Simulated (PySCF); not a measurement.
Screening by computed properties: pick the candidate that meets the target.

Species are written as SMILES; each is one conformer at its optimised geometry, gas phase, non-relativistic unless stated. Electronic properties by PySCF.

The conformers computed, where there is a choice (atom-mapped SMILES and torsion angles):
- `[CH3:1]/[CH:2]=[CH:3]/[CH:4]=[CH:5]/[S:6][SiH3:7]`: C2–C3–C4–C5 179°, C4–C5–S6–Si7 -6°
- `[CH3:1][SiH2:2][c:3]1[cH:4][cH:5][c:6]([C:7]#[N:8])[o:9]1`: C1–Si2–C3–C4 -128°
- `[CH3:1][C@H:2]([SiH3:3])[SiH2:4][F:5]`: C1–C2–Si4–F5 -56°
- `[CH3:1][CH2:2][NH:3][CH3:4]`: C1–C2–N3–C4 178°
- `[CH3:1][CH:2]([CH3:3])[NH2:4]`: H–N4–C2–C1 -179°, H–N4–C2–C1 -60°

Question: Wanted: smallest rotational constant between 1 GHz and 4 GHz (GFN2-xTB) and HOMO energy above -9 eV (CAM-B3LYP/def2-SVPD), at GFN2-xTB geometries. Which candidate meets both?
A. `C[C@H]([SiH3])[SiH2]F` (C2H9FSi2)
B. `C[SiH2]C1=CC=C(C#N)O1` (C6H7NOSi)
C. `CC(C)N` (C3H9N)
D. `CCNC` (C3H9N)
E. `C/C=C/C=C/S[SiH3]` (C5H10SSi)

Answer: D. Computed values:
| species | smallest rotational constant | HOMO energy |
| --- | --- | --- |
| C/C=C/C=C/S[SiH3] (C5H10SSi) | 0.561 GHz | -7.06 eV |
| C[SiH2]C1=CC=C(C#N)O1 (C6H7NOSi) | 0.648 GHz | -8.45 eV |
| C[C@H]([SiH3])[SiH2]F (C2H9FSi2) | 1.351 GHz | -9.75 eV |
| CCNC (C3H9N) | 3.710 GHz | -7.82 eV |
| CC(C)N (C3H9N) | 4.709 GHz | -8.33 eV |

Question: Wanted: electronic spatial extent ⟨r²⟩ about the centre of nuclear charge above 1800 bohr² (CAM-B3LYP/def2-SVPD) and lowest singlet excitation below 6.2 eV (TDDFT CAM-B3LYP/def2-SVPD), at GFN2-xTB geometries. Which candidate meets both?
A. `CCNC` (C3H9N)
B. `CC(C)N` (C3H9N)
C. `C[SiH2]C1=CC=C(C#N)O1` (C6H7NOSi)
D. `C[C@H]([SiH3])[SiH2]F` (C2H9FSi2)
E. `C/C=C/C=C/S[SiH3]` (C5H10SSi)

Answer: E. Computed values:
```
                         species  electronic spatial extent ⟨r²⟩ about the centre of nuclear charge  lowest singlet excitation
                  CC(C)N (C3H9N)                                                          332 bohr²                    6.37 eV
                    CCNC (C3H9N)                                                          391 bohr²                    6.03 eV
C[C@H]([SiH3])[SiH2]F (C2H9FSi2)                                                          892 bohr²                    7.24 eV
C[SiH2]C1=CC=C(C#N)O1 (C6H7NOSi)                                                         1711 bohr²                    5.25 eV
    C/C=C/C=C/S[SiH3] (C5H10SSi)                                                         1976 bohr²                    4.99 eV
```

Question: Wanted: HOMO–LUMO gap above 10 eV (CAM-B3LYP/def2-SVPD) and static isotropic polarisability below 110 au (CAM-B3LYP/def2-SVPD), at GFN2-xTB geometries. Which candidate meets both?
A. `C[SiH2]C1=CC=C(C#N)O1` (C6H7NOSi)
B. `C[C@H]([SiH3])[SiH2]F` (C2H9FSi2)
C. `C/C=C/C=C/S[SiH3]` (C5H10SSi)
D. `CNCC` (C3H9N)

Answer: B. Computed values:
| species | HOMO–LUMO gap | static isotropic polarisability |
| --- | --- | --- |
| C/C=C/C=C/S[SiH3] (C5H10SSi) | 7.41 eV | 121.0 au |
| C[SiH2]C1=CC=C(C#N)O1 (C6H7NOSi) | 7.92 eV | 105.4 au |
| CNCC (C3H9N) | 9.28 eV | 48.8 au |
| C[C@H]([SiH3])[SiH2]F (C2H9FSi2) | 10.56 eV | 76.3 au |
